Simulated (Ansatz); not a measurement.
Geometry optimisation, RKS PBE/def2-SVP in Ansatz 0.2.0.

Input file:

```yaml
crystal:
  periodic: [false, false, false]
  atoms:
    - { symbol: Ta, position_ang: [-0.202122, 0.19907, -0.099032] }
    - { symbol: O, position_ang: [1.748452, 0.570833, -0.114409] }
    - { symbol: H, position_ang: [2.437354, 0.522692, 0.569933] }
    - { symbol: "N", position_ang: [0.134906, -0.606003, 1.728151] }
    - { symbol: H, position_ang: [-0.499977, -1.265957, 2.187958] }
    - { symbol: H, position_ang: [1.022093, -0.55852, 2.243944] }
    - { symbol: O, position_ang: [-0.319999, 0.020822, -2.004283] }
    - { symbol: H, position_ang: [-0.549068, -0.565915, -2.743467] }
    - { symbol: O, position_ang: [-0.949748, 1.917347, 0.226762] }
    - { symbol: H, position_ang: [-1.130238, 2.296698, 1.105078] }
    - { symbol: Cl, position_ang: [-2.156205, -1.194791, 0.072931] }
    - { symbol: "N", position_ang: [1.66149, -2.513317, -0.770391] }
    - { symbol: H, position_ang: [1.140601, -2.647304, 0.108182] }
    - { symbol: H, position_ang: [0.986778, -2.604425, -1.540219] }
    - { symbol: H, position_ang: [2.007085, -1.52793, -0.768939] }
basis:
  gaussian: { orbitals: def2-SVP }
hamiltonian:
  xc: pbe
relax:
  f_tol: 0.03
  max_steps: 50
output:
  orbitals: {}
```

Launched with:

```bash
$ ansatz run input.yaml --threads 4 --pin off --max-ram 5120MiB --backend cpu --events-out ev --progress --plain --runs-dir out
```

Where does it end, and by what steps?

The forces met the threshold. After 31 steps the energy has fallen by 0.137 eV; H15 moved furthest, 0.98 Å.

```json
{"step": "0", "energy less start (eV)": "0.0000", "largest force component (eV/Å)": "0.970", "accepted": "yes"}
{"step": "2", "energy less start (eV)": "-0.0363", "largest force component (eV/Å)": "0.759", "accepted": "yes"}
{"step": "4", "energy less start (eV)": "-0.0513", "largest force component (eV/Å)": "0.523", "accepted": "yes"}
{"step": "6", "energy less start (eV)": "-0.0740", "largest force component (eV/Å)": "0.162", "accepted": "yes"}
{"step": "8", "energy less start (eV)": "-0.0786", "largest force component (eV/Å)": "0.118", "accepted": "yes"}
{"step": "10", "energy less start (eV)": "-0.0856", "largest force component (eV/Å)": "0.266", "accepted": "yes"}
{"step": "12", "energy less start (eV)": "-0.0949", "largest force component (eV/Å)": "0.162", "accepted": "yes"}
{"step": "14", "energy less start (eV)": "-0.0998", "largest force component (eV/Å)": "0.599", "accepted": "no"}
{"step": "16", "energy less start (eV)": "-0.1111", "largest force component (eV/Å)": "0.606", "accepted": "yes"}
{"step": "18", "energy less start (eV)": "-0.0739", "largest force component (eV/Å)": "0.913", "accepted": "no"}
{"step": "20", "energy less start (eV)": "-0.1294", "largest force component (eV/Å)": "0.463", "accepted": "yes"}
{"step": "22", "energy less start (eV)": "-0.1334", "largest force component (eV/Å)": "0.067", "accepted": "yes"}
{"step": "24", "energy less start (eV)": "-0.1347", "largest force component (eV/Å)": "0.090", "accepted": "yes"}
{"step": "26", "energy less start (eV)": "-0.1356", "largest force component (eV/Å)": "0.041", "accepted": "yes"}
{"step": "28", "energy less start (eV)": "-0.1360", "largest force component (eV/Å)": "0.073", "accepted": "yes"}
{"step": "30", "energy less start (eV)": "-0.1364", "largest force component (eV/Å)": "0.041", "accepted": "yes"}
{"step": "31", "energy less start (eV)": "-0.1366", "largest force component (eV/Å)": "0.022", "accepted": "yes"}
```

```xyz
15
Properties=species:S:1:pos:R:3
Ta -0.074 0.436 0.037
O 1.682 1.138 0.273
H 2.609 0.968 0.036
N 0.185 -0.705 1.664
H -0.413 -1.495 1.923
H 0.975 -0.607 2.311
O 0.278 0.124 -1.852
H -0.298 -0.448 -2.390
O -1.087 2.013 0.376
H -1.711 2.222 1.094
Cl -1.987 -1.023 -0.300
N 1.461 -2.905 -0.781
H 1.562 -2.476 0.151
H 0.445 -3.038 -0.890
H 1.704 -2.160 -1.449
```

Whether the end is a true minimum wasn't checked by a vibrational analysis.

Run time: 77 s on 4 threads of Arm Neoverse V2, on a shared host, peak memory 0.25 GiB.
